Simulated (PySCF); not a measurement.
H3Li3S3: core ionisation energies

(LiSH)3 ring, H3Li3S3.
Z-matrix (Å and degrees, PBE0-D3(BJ)/def2-SVP geometry), rows numbered from 1:
```
Li
S   1  2.3093
Li  2  2.3045  1   92.75
S   3  2.3020  2  145.91  1     1.04
Li  4  2.2981  3   94.98  2     0.73
S   5  2.2999  4  145.16  3    -5.41
H   2  1.3529  1   96.71  3    96.76
H   4  1.3522  3   98.07  2   100.08
H   6  1.3520  1   97.92  2    96.24
```

Theory: delta-SCF UKS SCAN, pcX-2 on the ionised atom, pcseg-1 elsewhere, spin-free X2C in PySCF. Vertical ΔSCF values, vacuum level as zero.

Q: List the computed XPS lines with their assignment.

A: 
| atom(s) | environment | level | binding energy (eV) | count |
| --- | --- | --- | --- | --- |
| S2/S4/S6 | sulfur bonded to 2 Li and H | S 1s | 2475.95 | 3 |
| Li1/Li3/Li5 | lithium bonded to 2 S | Li 1s | 62.58 | 3 |

Q: Which photon wavelength matches the Li 1s of Li1/Li3/Li5 threshold?

A: λ = hc/E = 12398.42 eV Å / 62.58 eV = 198.121 Å.

Topologically equivalent atoms share the value of their first member; where this conformer doesn't relate them by symmetry, their own values could differ. Not every level is listed. Isolated species at its PBE0-D3(BJ)/def2-SVP geometry (one conformer only).

On one thread of an Arm Neoverse V2, on a shared host, this took 9.6 s wall.
